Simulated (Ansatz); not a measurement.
C₂H₈OSn (`CC[O][SnH3]`), 12 atoms. Total charge 0; spin multiplicity 1. Correlated methods include outer-core shells of Sn, which these sets cover unevenly. Sn: def2 effective core potential. All runs use 4 threads of an Arm Neoverse V1 on a shared host. Correlated methods freeze the cores.

**Question.** Give the basis size and wall time and peak host memory of each of these runs in Ansatz. RKS PBE0-D4/def2-TZVP relaxation (6 steps); RKS PBE0-D4/def2-SVP energy; RKS SPW92 (LDA)/def2-TZVPP energy; RHF-CCSD(T)/def2-SVP energy; direct RPA on PBE orbitals/def2-TZVPP energy; RHF-CCSD(T)/def2-TZVPP energy; RKS ωB97M-V/def2-QZVPP energy; RKS r2SCAN-D4/def2-TZVPP energy and forces; RKS PBE0-D4/def2-QZVPP energy; RKS PBE-QIDH (frozen core)/def2-TZVPP energy; RKS PBE0-D4/def2-TZVPP energy; RKS ωB97M-V/def2-SVP energy. (An estimate is asked.)

**Answer.** Computed: Other jobs shared the machine, so times are rough.

| level | job | functions | wall time | peak host memory (GiB) |
| --- | --- | --- | --- | --- |
| RKS PBE0-D4/def2-SVP | energy | 108 | 1.1 s | 0.24 |
| RKS SPW92 (LDA)/def2-TZVPP | energy | 255 | 1.8 s | 0.3 |
| RKS PBE0-D4/def2-TZVPP | energy | 255 | 4.1 s | 0.6 |
| RKS ωB97M-V/def2-SVP | energy | 108 | 4.5 s | 0.34 |
| RKS r2SCAN-D4/def2-TZVPP | energy and forces | 255 | 6 s | 0.34 |
| direct RPA on PBE orbitals/def2-TZVPP | energy | 255 | 7 s | 0.72 |
| RKS PBE-QIDH (frozen core)/def2-TZVPP | energy | 255 | 7 s | 0.7 |
| RHF-CCSD(T)/def2-SVP | energy | 108 | 8.5 s | 0.6 |
| RKS PBE0-D4/def2-QZVPP | energy | 493 | 8.5 s | 1.6 |
| RKS ωB97M-V/def2-QZVPP | energy | 493 | 21 s | 2 |
| RKS PBE0-D4/def2-TZVP | relaxation (6 steps) | 191 | 25 s | 0.48 |
| RHF-CCSD(T)/def2-TZVPP | energy | 255 | 4.6 min | 6.4 |
